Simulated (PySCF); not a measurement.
Species: 1-chlorocyclohexene, C6H9Cl.
Z-matrix (Å and degrees, GFN2-xTB geometry), rows numbered from 1:
```
Cl
C   1  1.7403
C   2  1.3226  1  120.36
C   3  1.4986  2  122.44  1   179.45
C   4  1.5259  3  111.65  2   -15.65
C   5  1.5243  4  109.87  3    46.77
C   2  1.4954  1  114.72  3   179.29
H   3  1.0799  2  120.77  1    -1.41
H   4  1.0950  3  108.46  2   105.62
H   4  1.0923  3  109.27  2  -138.01
H   5  1.0912  4  109.85  3   168.39
H   5  1.0915  4  109.48  3   -73.12
H   6  1.0915  5  109.22  4    55.84
H   6  1.0910  5  110.53  4   174.61
H   7  1.0946  2  108.87  1   -74.71
H   7  1.0920  2  109.62  1    42.27
```

Computed at PBE0/pcSseg-1 (PySCF, non-relativistic), with Q(35Cl) = −0.0817 b: Cl1, 35Cl (I = 3/2): χzz = -71.99 MHz, η = 0.095.

Problem. Find the zero-field quadrupole resonance frequencies of 35Cl at Cl1.

Solution. From ν = (|χ|/2)√(1 + η²/3): ν = 36.05 MHz (vinyl chlorine). For 37Cl the ratio of quadrupole moments, 0.7881, gives 28.41 MHz.

Problem. Apply the simplest Townes–Dailey estimate (no s hybridisation, no π bonding), ionic character = 1 − χzz/χ0, where χ0 is the coupling for one missing p electron along the bond: −109.74 MHz for 35Cl.

Solution. Cl1 on C2: 1 − (-71.99)/(-109.74) = 0.34. In this model a purely covalent bond gives χ0 and a free halide ion gives zero; s hybridisation or π bonding, where present, is counted here as ionic character.

In a crystal, neighbours and librations shift these lines. One conformer (not necessarily the lowest) at the GFN2-xTB geometry, without solvent, vibrations or thermal averaging. GFN2-xTB bond lengths can be off by several hundredths of an ångström, more for odd bonds, and the gradients follow them. A larger basis could move these couplings by a tenth or more.

These values come from a run that also computed NMR shieldings. On an Intel Xeon at 2.50 GHz with one thread, no GPU, shared host, this took 67 s and 0.77 GiB of memory at its peak.
